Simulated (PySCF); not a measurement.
**H2SnO: from structure and modes to constants**

Level of theory: PySCF, PBE0, basis Sn def2-TZVP with ECP28, O def2-TZVP, H def2-TZVP (scalar-relativistic core potentials, no spin–orbit coupling, density fitting).

The singlet minimum has C2v symmetry. Masses (u): Sn 119.90220, O 15.99492, H 1.00782.

```xyz
4
charge 0 multiplicity 1, angstrom
Sn    0.1736    0.0000    0.0935
O    -1.4293    0.0000   -0.7693
H     0.3476    0.0000    1.7979
H     1.6921    0.0000   -0.7000
```

Harmonic wavenumbers (cm⁻¹): 426.8 (b2, ×1), 476.6 (b1, ×1), 690.8 (a1, ×1), 855.1 (a1, ×1), 1901.2 (b2, ×1), 1906.9 (a1, ×1).

(1) What is the harmonic zero-point energy?

(2) Find the vibrational entropy and heat capacity at 298.15 K.

(3) Give the standard entropy (298.15 K, 1 bar) by its translational, rotational, vibrational and spin parts, and Cp.

Results:

(1) Half the sum of all 6 wavenumbers, 6257/2 = 3129 cm⁻¹, which is 37.4 kJ/mol (1 cm⁻¹ = 0.0119627 kJ/mol).

(2) With u = 1.43878 ω/T, each mode gives S = R[u/(eᵘ−1) − ln(1−e⁻ᵘ)] and C = R u² eᵘ/(eᵘ−1)².
```json
{"ω (cm⁻¹)": "426.8", "u": "2.059", "S (J/(mol K))": "3.64", "C (J/(mol K))": "5.91"}
{"ω (cm⁻¹)": "476.6", "u": "2.300", "S (J/(mol K))": "3.01", "C (J/(mol K))": "5.45"}
{"ω (cm⁻¹)": "690.8", "u": "3.333", "S (J/(mol K))": "1.33", "C (J/(mol K))": "3.54"}
{"ω (cm⁻¹)": "855.1", "u": "4.127", "S (J/(mol K))": "0.70", "C (J/(mol K))": "2.36"}
{"ω (cm⁻¹)": "1901.2", "u": "9.174", "S (J/(mol K))": "0.01", "C (J/(mol K))": "0.07"}
{"ω (cm⁻¹)": "1906.9", "u": "9.202", "S (J/(mol K))": "0.01", "C (J/(mol K))": "0.07"}
```
The sums over all modes are S = 8.7 and C = 17.4 J/(mol K); the softest mode gives 42 % of the entropy.

(3) Sackur–Tetrode with M = 137.91 u gives 170.3; rotation with symmetry number 2 gives 81.4; vibration 8.7; spin R ln 1 = 0.0. The total is 260.3 J/(mol K), and Cp = 4 R + 17.4 = 50.7 J/(mol K).

This need not be the most stable arrangement of these atoms.
